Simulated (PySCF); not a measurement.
Cd³⁸⁺: ionisation energy

Cd³⁸⁺ [Ne] → Cd³⁹⁺ [He] 2s2 2p5 [2p1/2^2 2p3/2^3, M_J = 3/2], as a difference of total energies. All numbers are calculated (PySCF 2.14, the two-component X2C-1e Hamiltonian, in an uncontracted even-tempered set (17 s from 17 bohr⁻², ratio 2.4; 12 p from 23 bohr⁻², ratio 2.4; 5 d from 87 bohr⁻², ratio 2.6; 4 f from 130 bohr⁻², ratio 2.6)). Correlated levels: nothing frozen; the 32 highest virtual spinors dropped. "Screened" scales the spin-orbit matrix elements by Boettger's factors to mimic the two-electron term; Breit and QED terms are absent.

| method | ionisation energy (eV) |
| --- | --- |
| GHF (spin-free) | 5898.5 |
| GMP2 (spin-free) | 5900.0 |
| GHF (screened spin-orbit) | 5835.2 |
| GMP2 (screened spin-orbit) | 5836.7 |

For this ion Breit and QED terms and the two-electron picture change, all absent here, outweigh the correlation shift from GHF to GMP2.

The spin-free rows lack the spin-orbit shift.

For comparison: 5839 ± 3 eV (semi-empirical (NIST evaluation); NIST Atomic Spectra Database, ionization energies).
